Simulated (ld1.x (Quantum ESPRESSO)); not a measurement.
Logarithmic derivatives: vanadium (V), PAW

* Element: vanadium
* Generator: ld1.x (Quantum ESPRESSO) 7.5
* Type: PAW
* Functional: PBE
* Relativity: scalar-relativistic
* Frozen core: [Ar]
* Valence charge: 5
* Reference configuration: 3d3 4s1 4p0 (charge +1)
* Partial waves: 4s (bound): rcut 2.00, rcutus 2.45 bohr; 4s channel at -0.35 Ry: rcut 2.00, rcutus 2.45 bohr; 4p (bound, empty): rcut 2.60, rcutus 3.60 bohr; 4p channel at 2.45 Ry: rcut 2.60, rcutus 3.60 bohr; 3d (bound): rcut 2.20, rcutus 2.50 bohr; 3d channel at 0.05 Ry: rcut 2.20, rcutus 2.50 bohr
* Local potential: all-electron potential smoothed inside 2.10 bohr (lloc = -1)
* Core correction: a·sin(br)/r model core, default radius (ld1.x builds one for every PAW set, though the input has nlcc=.false.)
* Augmentation charge: PSQ, inside the norm-conserving radii

The phase is arctan(r·u′/u) with u = r·R(r), unwrapped; energies in Ry, scanned from -3 to 5 Ry. A pole is an energy at which the radial function vanishes at the test radius. The pseudo phase is shifted by a multiple of π to meet the all-electron one at the reference energy, and phase errors are pseudo minus all-electron; the curves can meet again beyond the range given. Levels narrower than the energy grid can be missing from the lists of poles.

| channel | radius (bohr) | reference energy (Ry) | poles, all-electron | poles, pseudo | unbroken range about the reference energy with phases within 0.05 rad | phase error 1 Ry above the reference energy (rad) |
| --- | --- | --- | --- | --- | --- | --- |
| s | 3.89 | -0.80 | -0.40, 2.93 | -0.40, 3.00 | below 0.5 | -0.001 |
| p | 3.89 | -0.50 | 0.16, 3.56 | 0.15, 3.44 | below 1.4 | -0.006 |
| d | 3.89 | -0.93 | -0.90, 1.18, 4.56 | -0.90, 1.17, 4.48 | below 2.3 | +0.000 |

Phases in the s channel:

```csv
E (Ry),all-electron,pseudo
-3.00,1.394,1.394
-2.76,1.382,1.382
-2.52,1.368,1.368
-2.28,1.350,1.350
-2.04,1.325,1.325
-1.80,1.289,1.289
-1.56,1.231,1.230
-1.32,1.111,1.111
-1.08,0.717,0.717
-0.84,-0.851,-0.851
-0.60,-1.429,-1.429
-0.36,-1.588,-1.588
-0.12,-1.676,-1.676
0.12,-1.751,-1.752
0.36,-1.840,-1.843
0.60,-1.981,-1.869
0.84,-2.300,-2.245
1.08,-3.213,-3.092
1.32,-4.087,-4.033
1.56,-4.386,-4.363
1.80,-4.513,-4.500
2.04,-4.585,-4.576
2.28,-4.632,-4.625
2.52,-4.667,-4.660
2.76,-4.695,-4.688
3.00,-4.719,-4.712
3.24,-4.741,-4.734
3.48,-4.764,-4.756
3.72,-4.788,-4.778
3.96,-4.815,-4.803
4.20,-4.850,-4.834
4.44,-4.899,-4.876
4.68,-4.979,-4.940
4.92,-5.142,-5.060
```
